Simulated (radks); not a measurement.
Q: La IV, 54 electrons, occupied as [Kr] 4d10 5s2 5p5 7p1 (not the ground configuration). All-electron calculation, Dirac Kohn-Sham, LDA (Slater exchange, Perdew-Wang correlation), spin-unpolarised, spherical densities, finite nucleus; open shells are shared between the two j in proportion to 2j + 1; Fermi nuclear charge, rms radius 4.855 fm. Program: a radial shooting solver on a logarithmic mesh with Libxc functionals. Some entries of the table are withheld. Estimate them.

orbital      occ.  eigenvalue (hartree)  <r^2> (bohr^2)
1s1/2           2                   (1)       0.0008551
2s1/2           2             -227.4462             (2)
2p1/2           2             -214.6882        0.009967
2p3/2           4             -199.5256         0.01123
3s1/2           2                   (3)         0.09310
3p1/2           2                   (4)         0.08785
3p3/2           4                   (5)         0.09551
3d3/2           4             -31.76235         0.07854
3d5/2           6             -31.12960         0.08072
4s1/2           2             -10.96969          0.4832
4p1/2           2              -8.98388             (6)
4p3/2           4              -8.34957             (7)
4d3/2           4              -5.08571          0.6710
4d5/2           6              -4.97539          0.6879
5s1/2           2              -2.57199           2.565
5p1/2     1.66667              -2.00251           3.115
5p3/2     3.33333              -1.89636           3.360
7p1/2    0.333333              -0.40528             (8)
7p3/2    0.666667              -0.39584             (9)

A: 
(1) 1s1/2 eigenvalue (hartree): -1422.527
(2) 2s1/2 <r^2> (bohr^2): 0.01358
(3) 3s1/2 eigenvalue (hartree): -49.59698
(4) 3p1/2 eigenvalue (hartree): -44.20386
(5) 3p3/2 eigenvalue (hartree): -41.24994
(6) 4p1/2 <r^2> (bohr^2): 0.5173
(7) 4p3/2 <r^2> (bohr^2): 0.5596
(8) 7p1/2 <r^2> (bohr^2): 48.03
(9) 7p3/2 <r^2> (bohr^2): 49.73
